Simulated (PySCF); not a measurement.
Energy of Cu (copper, neutral) between two integer charges

The 4s alpha orbital of [Ar] 3d10 4s1 is emptied in steps (occupation f), with all orbitals relaxed, ending at [Ar] 3d10. Computed with PySCF 2.14 in aug-cc-pVDZ-PP with ECP10MDF, with a scalar-relativistic core potential. The exact energy is a straight line in f; departures are measured from the line between the end points of the same method.

```tsv
f	UHF (eV)	LDA (eV)	PBE (eV)	PBE0 (eV)	r2SCAN (eV)	LC-wPBE (eV)	BHandHLYP (eV)	wB97X (eV)	HSE06 (eV)	BLYP (eV)
1	0.000	0.000	0.000	0.000	0.000	0.000	0.000	0.000	0.000	0.000
0.9	0.010	-0.312	-0.305	-0.219	-0.268	-0.005	-0.151	-0.038	-0.254	-0.318
0.7	0.022	-0.732	-0.716	-0.512	-0.633	-0.009	-0.355	-0.088	-0.591	-0.748
0.5	0.026	-0.876	-0.857	-0.612	-0.757	-0.007	-0.425	-0.102	-0.701	-0.897
0.3	0.021	-0.737	-0.724	-0.515	-0.635	-0.005	-0.359	-0.082	-0.588	-0.758
0.1	0.009	-0.316	-0.312	-0.221	-0.273	-0.003	-0.155	-0.032	-0.252	-0.327
0	0.000	0.000	0.000	0.000	0.000	0.000	0.000	0.000	0.000	0.000
```

**Question.** For PBE, how does the orbital energy at f = 1 compare with the removal energy?

**Answer.** −ε = 5.011 eV against a total-energy difference of 8.387 eV. By Janak's theorem ε = ∂E/∂f, so the gap between them reflects the curvature. Along the path −ε is 5.666 (f = 0.9), 7.001 (f = 0.7), 8.363 (f = 0.5), 9.749 (f = 0.3), 11.152 (f = 0.1) eV.

```tsv
method	E(f=0) − E(f=1) (eV)	−ε at f=1 (eV)	−ε at f=0.5 (eV)
UHF	6.596	6.707	6.593
LDA	8.680	5.222	8.665
PBE	8.387	5.011	8.363
PBE0	7.980	5.554	7.973
r2SCAN	8.307	5.344	8.315
LC-wPBE	7.835	7.776	7.846
BHandHLYP	7.708	6.030	7.697
wB97X	7.784	7.365	7.799
HSE06	8.053	5.230	8.065
BLYP	8.452	4.931	8.424
```

Reference removal energy between the ground levels: 7.726 eV (measured; NIST Atomic Spectra Database, ionization energies). UHF lacks correlation.
